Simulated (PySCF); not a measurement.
A structure optimised at ωB97X-D3(BJ)/def2-TZVP, used in a PySCF frequency run:

```xyz
6

C      0.2986     1.3848     0.0000
S     -0.4984    -0.2233     0.0000
O      0.6036    -1.2307     0.0000
H      0.9176     1.4805     0.8934
H     -0.4820     2.1490     0.0000
H      0.9176     1.4805    -0.8934
```
Charge 0, spin multiplicity 2.

Problem. Write its SMILES, formula and point group.

Solution. C[S]=O, CH3OS, Cs

Problem. What are its rotational constants (standard atomic weights)?

Solution. 27.621, 8.5345, 6.8023 GHz
